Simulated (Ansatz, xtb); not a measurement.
**C5H3FOS: which of two isomers lies lower**

Structure I: `O=C(F)c1cccs1`, a singlet. Structure II: `O=C(F)c1ccsc1`, a singlet. Both are isolated molecules in the gas phase, relaxed with PBE0-D3(BJ)/def2-SVP; the shapes shown needn't be the lowest conformers.

I (Å):

```xyz
11

C    -1.5874   -0.1887   -2.5095
C    -1.3925    0.0160   -1.0796
C    -1.6921    1.1272   -0.3183
C    -1.3566    0.9494    1.0437
C    -0.8109   -0.2909    1.2843
F    -2.1346    0.8936   -3.0846
O    -1.3226   -1.1540   -3.1479
S    -0.7004   -1.2453   -0.1272
H    -2.1366    2.0273   -0.7432
H    -1.5084    1.7004    1.8194
H    -0.4653   -0.6907    2.2375
```

II (Å):

```xyz
11

C     0.6371   -1.6404   -1.1305
C     0.4381   -1.0933    0.2146
C     0.5219    0.3039    0.4983
C     0.3001    0.5712    1.8187
C     0.1540   -1.8475    1.3327
F     0.5092   -2.9777   -1.1520
O     0.8832   -1.0386   -2.1228
S    -0.0096   -0.8665    2.7163
H     0.7383    1.0547   -0.2616
H     0.3008    1.5378    2.3206
H     0.0377   -2.9286    1.3874
```

Problem. Estimate which is lower in electronic energy at CCSD(T)/def2-SVP + ΔMP2/def2-TZVPP, and by roughly how much.

Solution. Too close to call at this level: CCSD(T)/def2-SVP + ΔMP2/def2-TZVPP gives E(II) − E(I) = −0.76 kcal/mol.

How the difference moves with the method:

```
                             level              geometry  E(II) − E(I) (kcal/mol)  departure from the last row (kcal/mol)  job, with rough time for the two
                          GFN2-xTB              GFN2-xTB                     −0.48                                   +0.28              optimisation, 0.15 s
                         HF/STO-3G              GFN2-xTB                     −1.45                                   −0.69               single point, 0.4 s
                r2SCAN-D4/def2-SVP              GFN2-xTB                     +0.14                                   +0.90               single point, 3.9 s
              PBE0-D3(BJ)/def2-SVP  PBE0-D3(BJ)/def2-SVP                     −0.23                                   +0.53                optimisation, 29 s
                       HF/def2-SVP  PBE0-D3(BJ)/def2-SVP                     −1.30                                   −0.55           part of the CCSD(T) run
                      MP2/def2-SVP  PBE0-D3(BJ)/def2-SVP                     −0.44                                   +0.32           part of the CCSD(T) run
                  CCSD(T)/def2-SVP  PBE0-D3(BJ)/def2-SVP                     −0.79                                   −0.04                      single point
CCSD(T)/def2-SVP + ΔMP2/def2-TZVPP  PBE0-D3(BJ)/def2-SVP                     −0.76                                                        single point, 63 s
```

As drawn, both hold the same kinds of bond in the same numbers.

The largest departure from CCSD(T)/def2-SVP + ΔMP2/def2-TZVPP is that of r2SCAN-D4/def2-SVP, 0.90 kcal/mol. The last row adds to CCSD(T) the change of the MP2 difference between the two basis sets, here +0.04 kcal/mol.

With thermal terms from frequencies at re-optimised GFN2-xTB minima (ideal gas, soft modes damped towards free rotors, one conformer each, 298.15 K, 1 atm): on the last row, ΔE + ΔZPE = −0.76, ΔH = −0.79, ΔG = −0.76 kcal/mol.

The correlated steps freeze 12 core orbitals. Codes used: Ansatz 0.2.0, xtb 6.7.1; the last row on 4 threads of Arm Neoverse V1 on a shared host.
